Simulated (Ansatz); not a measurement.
Reaction (substitution at a C–O bond): `C[O][Sn][Cl]` + `CBBO` → `CBBOC` + `[OH][Sn][Cl]`

Computed with Ansatz on PBE0-D4/def2-TZVP structures; ΔE is electronic, products minus reactants. CCSD(T)/CBS is the MP2 limit (def2-TZVPP, def2-QZVPP) plus CCSD(T) − MP2 in def2-TZVPP, frozen cores. DFT in def2-TZVPP. HSE06 is defined as in plane-wave codes. Elements past krypton have def2 core potentials. For Sn outer-core shells are correlated without core-valence functions, which leaves a few kJ/mol of doubt a bond. One conformer a species, not always the lowest.

(1) Is it downhill or uphill in electronic energy at CCSD(T)/CBS, and by how much? (Best estimate.)

(2) What do these levels give: BLYP-D4, PBE0-D4, r2SCAN0-D4, B2PLYP, HSE06, SCS-MP2/def2-QZVPP? (Estimate.)

Largest T1 diagnostic among the species: 0.017.

## Answers

(1) Computed: Uphill: ΔE = +0.9 kcal/mol.

(2) The calculation gave: BLYP-D4 1.7, PBE0-D4 1.2, r2SCAN0-D4 0.9, B2PLYP 1.2, HSE06 1.1, SCS-MP2/def2-QZVPP 1.0 kcal/mol.

Leaving LDA and LC-ωPBE aside and taking each functional with its dispersion term where it has one, the values spread over 0.8 kcal/mol, from r2SCAN0-D4 to BLYP-D4. At CCSD(T), def2-SVP lies +2.5 kcal/mol from the extrapolated value and def2-TZVPP −0.0 kcal/mol.
